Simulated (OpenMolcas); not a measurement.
**Computed transition rates of Se**

* Program: OpenMolcas
* Method: SS-RASPT2, IPEA 0.25 Eh, imaginary shift 0.1 Eh (closed shells correlated: 3d)
* Basis: ANO-RCC [9s8p6d4f2g]
* Scalar Hamiltonian: DKH2, point nucleus
* Active space: 6 electrons in 9 orbitals (RAS2 4s 4p; RAS3 4d, at most 2 electrons)
* State averaging: 2S+1 = 3 even, 3 roots; 2S+1 = 1 even, 6 roots; 2S+1 = 3 odd, 3 roots
* Spin-orbit coupling: RASSI with atomic mean-field integrals over the reference wave functions, term energies averaged over their components

Rates come from the transition moments of the reference wave functions (E1 and E2 in the length form). At fixed line strength A goes as λ^-3 for E1 and M1 and as λ^-5 for E2, so a rate at the computed wavelength can be rescaled to the measured one. Measured vacuum wavelengths follow from level energies in NIST Handbook of Basic Atomic Spectroscopic Data. Branching counts decays inside the model space alone, at computed energies, and the table is only a selection of the E2 and M1 lines, drawn from those between levels with measured partners whose computed energy lies within a factor of 1.5 of the measured one.

| Upper | Lower | Type | λ computed (nm) | λ measured (nm) | A computed (s-1) | A rescaled (s-1) | Branching % |
| --- | --- | --- | --- | --- | --- | --- | --- |
| 4s2 4p4 1S0 | 4s2 4p4 3P1 | M1 | 483.4 | 488.8 | 6.49e+00 |  | 74.1 |
| 4s2 4p4 1S0 | 4s2 4p4 1D2 | E2 | 773.4 | 777 | 2.12e+00 | 2.07e+00 | 24.2 |
| 4s2 4p4 1D2 | 4s2 4p4 3P2 | M1 | 1045 | 1044 | 5.40e-01 |  | 83.9 |
| 4s2 4p4 1S0 | 4s2 4p4 3P2 | E2 | 444.4 | 445.5 | 1.46e-01 |  | 1.7 |
| 4s2 4p4 3P1 | 4s2 4p4 3P2 | M1 | 5514 | 5026 | 1.33e-01 | 1.76e-01 | 100.0 |
| 4s2 4p4 1D2 | 4s2 4p4 3P1 | M1 | 1289 | 1318 | 9.73e-02 |  | 15.1 |
| 4s2 4p4 3P0 | 4s2 4p4 3P1 | M1 | 17830 | 18350 | 9.43e-03 | 8.65e-03 | 98.8 |
| 4s2 4p4 1D2 | 4s2 4p4 3P2 | E2 | 1045 | 1044 | 5.89e-03 |  | 0.9 |
| 4s2 4p4 3P0 | 4s2 4p4 3P2 | E2 | 4212 | 3946 | 1.17e-04 | 1.62e-04 | 1.2 |

Spin-changing lines and M1 lines between different terms are not rescaled, since their strength hangs on the term gaps too.

The largest correction is for 4s2 4p4 3P0 → 4s2 4p4 3P2 (E2): 1.17e-04 × (4212 / 3946)^5 = 1.62e-04 s-1, a factor of 1.39.

The computed rate and branching of 4s2 4p4 3P1 → 4s2 4p4 3P2 give the upper level a radiative lifetime of 1.000 / 1.33e-01 s-1 = 7.52e+00 s, counting decays inside the model space alone. The rescaled rate gives about 5.7e+00 s.

No measured rate stands beside these. Rescaling mends the energy factor alone: line strengths can still be far off where a level mixes with configurations outside the active space, and weak or spin-changing lines hang on small mixing coefficients that depend on the term gaps too, so rescaling need not improve them.

Term energies are means over components that CASPT2 splits; among the terms shown or strongly mixed into the levels shown the widest spread is 34 cm-1 (4s2 4p4 1D). Active for correlation alone: 4d; no level in the range computed is led by a configuration that fills it, so any true level of that kind is missing. Measured partners are found by configuration, term and J. A level has none where our copy of the source lacks it or the pairing is in doubt (some pairs that miss far off the trend of their configuration count as doubtful). Only configurations of the active space appear.
